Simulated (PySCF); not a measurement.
**Bonding in `C#CC1([SiH2]O[SiH2]O)C=C1`**

C₅H₈O₂Si₂.
Atom-mapped SMILES: `[CH:1]#[C:2][C:3]1([SiH2:4][O:5][SiH2:6][OH:7])[CH:8]=[CH:9]1` (hydrogens: H10 on C1; H11, H12 on Si4; H13, H14 on Si6; H15 on O7; H16 on C8; H17 on C9)

Geometry (GFN2-xTB, Å), atoms numbered from 1 in this order:
```
atom  x, y, z in Å
C1    -3.5854   -0.9593    1.2795
C2    -2.6435   -0.5139    0.6858
C3    -1.5035    0.0036   -0.0061
Si4    0.1728   -0.7110    0.5101
O5     1.2138    0.0501   -0.4747
Si6    2.7088    0.3770   -0.9767
O7     3.7168   -0.2849    0.1103
C8    -1.5984    1.4289   -0.5343
C9    -1.7202    0.5037   -1.4282
H10   -4.4105   -1.3499    1.7965
H11    0.4927   -0.3852    1.8996
H12    0.2498   -2.1502    0.2560
H13    2.8214    1.8313   -0.9868
H14    2.8673   -0.2484   -2.2852
H15    4.6624   -0.2147    0.0247
H16   -1.5774    2.4491   -0.2428
H17   -1.8739    0.1859   -2.4292
```

Bond orders from the PBE0/pcSseg-1 density (PySCF). Geometry: GFN2-xTB, one conformer, isolated molecule.

(1) How far do the computed orders between heavy atoms stray from the drawn ones?

(2) Set the Mayer orders of the bonds beside their lengths.

Results:

(1) The largest departure is 0.594, at C1–C2 (drawn triple, 2.406). Drawn single, order below 0.88: C3–Si4 (0.819). Drawn double or triple, more than 0.30 short of the drawn order: C1–C2 (2.406).

(2) 
| bond | drawn as | length (Å) | Mayer order |
| --- | --- | --- | --- |
| C1–C2 | triple | 1.199 | 2.406 |
| C2–C3 | single | 1.431 | 0.915 |
| C3–Si4 | single | 1.894 | 0.819 |
| Si4–O5 | single | 1.623 | 0.915 |
| O5–Si6 | single | 1.610 | 0.966 |
| Si6–O7 | single | 1.623 | 1.024 |
| C3–C8 | single | 1.523 | 0.954 |
| C8–C9 | double | 1.292 | 1.712 |
| C9–C3 | single | 1.523 | 0.955 |
| C1–H10 | single | 1.049 | 1.155 |
| Si4–H11 | single | 1.463 | 0.926 |
| Si4–H12 | single | 1.464 | 0.925 |
| Si6–H13 | single | 1.459 | 0.892 |
| Si6–H14 | single | 1.459 | 0.892 |
| O7–H15 | single | 0.952 | 0.934 |
| C8–H16 | single | 1.061 | 1.020 |
| C9–H17 | single | 1.061 | 1.020 |

Bonds between the same two heavy elements. C–C: lowest C2–C3 (0.915, 1.431 Å), highest C1–C2 (2.406, 1.199 Å); in 2 of the 10 pairs the longer bond (by over 0.003 Å) has the higher order (by 0.02 or more). O–Si: lowest Si4–O5 (0.915, 1.623 Å), highest Si6–O7 (1.024, 1.623 Å); in 1 of the 3 pairs the longer bond (by over 0.003 Å) has the higher order (by 0.02 or more).

**Question.** Sum the orders of all bonds at each heavy atom with more than one neighbour and set the sums beside the valence in the SMILES.

**Answer.** C1 3.561 (drawn 4), C2 3.321 (drawn 4), C3 3.643 (drawn 4), Si4 3.585 (drawn 4), O5 1.881 (drawn 2), Si6 3.774 (drawn 4), O7 1.958 (drawn 2), C8 3.686 (drawn 4), C9 3.687 (drawn 4). Orders between atoms that aren't bonded are not in these sums.

For a closed shell the Mayer order of atoms A and B is Σ (PS)μν (PS)νμ over the basis functions μ on A and ν on B, with P the density and S the overlap matrix.
